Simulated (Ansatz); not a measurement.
Input file for Ansatz (a quantum-chemistry and plane-wave program): U-r2SCAN/def2-TZVPP on CH3Si (SMILES C[Si]), 2S+1 = 2, atoms moved off the minimum.

Ansatz 0.2 input:
```yaml
crystal:
  periodic: [false, false, false]
  atoms:
    - {symbol: C, position_ang: [-1.26336884, -0.07433693, 0.08469933]}
    - {symbol: Si, position_ang: [0.84617696, 0.00233326, -0.04819249]}
    - {symbol: H, position_ang: [-1.30056615, -0.70756209, -1.06939016]}
    - {symbol: H, position_ang: [-1.44898433, 1.11419965, -0.22572359]}
    - {symbol: H, position_ang: [-1.50853731, -0.50549586, 0.83033848]}
basis:
  gaussian:
    orbitals: def2-TZVPP
hamiltonian:
  xc: {name: r2SCAN}
magnetization: {spin_polarized: true, initial_magnetization: 1}
output: {forces: true}
```

It printed:

```
WARN ansatz: RAYON_NUM_THREADS=1 ignored (pool sized by the plan → 1); use --threads N
Functional definition: r2SCAN
integrals: 0.03 GiB planned
645 factors; their error is unknown
mean field: 0.36 GiB planned
mean field evaluation 1: about -8948.3729 eV, gradient 4.3e1 eV
mean field evaluation 2: about -8913.0340 eV, gradient 6.9e1 eV
mean field evaluation 4: about -8957.7035 eV, gradient 4.5e0 eV
mean field evaluation 8: about -8957.8474 eV, gradient 1.4e-1 eV
mean field evaluation 16: about -8957.8241 eV, gradient 7.5e-3 eV
mean field evaluation 32: about -8957.8241 eV, gradient 2.9e-5 eV
mean field -8957.82408193 eV, -329.1939631795 hartree, gradient 9.8e-6 eV, S^2 0.761477; 5 other end points of the search recorded, 0 dependent functions left out
the calculation of the forces begins
reference -8957.82409380 eV, -329.1939636160 hartree; 12, 11 occupied and 103, 104 virtual orbitals, 645 factors
Total energy: -8957.82409380 eV, -329.1939636160 hartree
Atom 0 at    -1.263369    -0.074337     0.084699 Å, force     6.453762     7.278114   -14.379565 eV/Å
Atom 1 at     0.846177     0.002333    -0.048192 Å, force    -1.870008    -0.176081     0.184853 eV/Å
Atom 2 at    -1.300566    -0.707562    -1.069390 Å, force    -0.329036     1.621047     3.500576 eV/Å
Atom 3 at    -1.448984     1.114200    -0.225724 Å, force    -0.244140    -3.406494     1.271299 eV/Å
Atom 4 at    -1.508537    -0.505496     0.830338 Å, force    -4.010578    -5.316586     9.422837 eV/Å
Dipole moment:    -0.114906     0.012764     0.012012 e Å
```

The run converged.

Cost: roughly 12 core-seconds.
